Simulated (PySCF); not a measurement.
# Distorted geometries of [BiS2]−

[BiS2]− (singlet). PySCF 2.14.0, RKS r2SCAN, Bi def2-SVP with ECP60, S def2-SVP; non-relativistic Hamiltonian with scalar-relativistic core potentials where named; density fitting; no spin-orbit coupling. Relaxed geometry:

```xyz
3

Bi    0.0000    0.0000   -0.4954
S     2.0157    0.0000    0.8414
S    -2.0157    0.0000    0.8414
```

Task: Order these distorted geometries by energy above the relaxed one, lowest first.
A.
```xyz
3

Bi    0.0056    0.0343   -0.5035
S     2.0454   -0.0439    0.8886
S    -2.0510    0.0096    0.8023
```
B.
```xyz
3

Bi    0.0154    0.0238   -0.7254
S     2.1418   -0.1205    0.9125
S    -2.1572    0.0967    1.0002
```
C.
```xyz
3

Bi    0.0158    0.1041   -0.4833
S     1.7220   -0.0987    0.6975
S    -1.7378   -0.0054    0.9732
```

Result: A (0.02 eV), B (1.09 eV), C (1.57 eV).

Task: Which forces (eV/Å) act in the one that lies 1.09 eV up?

Result: 
```
Bi  -0.12 -0.07  3.61
S   -1.84  0.13 -1.74
S    1.96 -0.06 -1.87
```
Forces carry noise of the integration grid, about 0.01 to 0.03 eV/Å.

No frequency check is given that shows the relaxed geometry to be a minimum.
